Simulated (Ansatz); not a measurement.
Geometry optimisation, Ansatz, RKS PBE-D4/def2-SVP.

input.yaml

```yaml
crystal:
  periodic: [false, false, false]
  atoms:
    - { symbol: Ge, position_ang: [-0.725304, -1.608503, -0.163465] }
    - { symbol: Si, position_ang: [0.823096, 1.645242, 0.145401] }
    - { symbol: F, position_ang: [-1.076255, -3.036662, -1.082724] }
    - { symbol: F, position_ang: [-0.901704, -2.044154, 1.508041] }
    - { symbol: F, position_ang: [-2.003209, -0.488346, -0.511971] }
    - { symbol: H, position_ang: [1.647442, 0.455293, 0.26777] }
    - { symbol: H, position_ang: [0.645919, -1.024788, -0.455044] }
    - { symbol: H, position_ang: [1.527281, 2.840861, 0.722714] }
    - { symbol: H, position_ang: [0.526213, 1.867792, -1.314034] }
    - { symbol: H, position_ang: [-0.463478, 1.393265, 0.883312] }
basis:
  gaussian: { orbitals: def2-SVP }
hamiltonian:
  xc: pbe
  dispersion: d4
relax:
  f_tol: 0.03
  max_steps: 50
```

Run as:

```bash
$ ansatz run input.yaml --threads 2 --pin off --max-ram 3072MiB --backend cpu --events-out ev --progress --plain --runs-dir out
```

Where does it end, and by what steps?

The run converged. The force dipped under the threshold on the way, but the program's further checks kept it going. After 22 steps the energy has fallen by 0.193 eV; H7 moved furthest, 1.10 Å.

| step | energy less start (eV) | largest force component (eV/Å) | accepted |
| --- | --- | --- | --- |
| 0 | 0.0000 | 1.001 | yes |
| 1 | -0.1023 | 0.220 | yes |
| 2 | -0.1060 | 0.355 | yes |
| 3 | -0.1217 | 0.085 | yes |
| 4 | -0.1284 | 0.059 | yes |
| 5 | -0.1363 | 0.272 | yes |
| 6 | -0.1423 | 0.437 | yes |
| 7 | -0.1611 | 0.302 | yes |
| 8 | -0.1800 | 0.164 | yes |
| 9 | -0.1851 | 0.131 | yes |
| 10 | -0.1875 | 0.070 | yes |
| 11 | -0.1881 | 0.076 | yes |
| 12 | -0.1886 | 0.016 | yes |
| 13 | -0.1891 | 0.025 | yes |
| 14 | -0.1871 | 0.277 | no |
| 15 | -0.1898 | 0.072 | yes |
| 16 | -0.1901 | 0.121 | yes |
| 17 | -0.1907 | 0.106 | yes |
| 18 | -0.1919 | 0.070 | yes |
| 19 | -0.1920 | 0.133 | yes |
| 20 | -0.1926 | 0.063 | yes |
| 21 | -0.1928 | 0.019 | yes |
| 22 | -0.1931 | 0.024 | yes |

```xyz
10
Properties=species:S:1:pos:R:3
Ge -0.573 -1.866 -0.304
Si 0.648 1.866 0.268
F -1.649 -3.120 -0.825
F -0.513 -1.961 1.424
F -1.368 -0.369 -0.697
H 1.126 0.484 0.634
H 0.808 -1.987 -0.956
H 1.660 2.858 0.769
H 0.542 1.973 -1.226
H -0.681 2.123 0.913
```

Whether the end is a true minimum wasn't checked by a vibrational analysis.

Time of the run: 28 s on 2 threads of Intel(R) Xeon(R) 6975P-C (Granite Rapids) (shared host), peak memory 0.18 GiB.
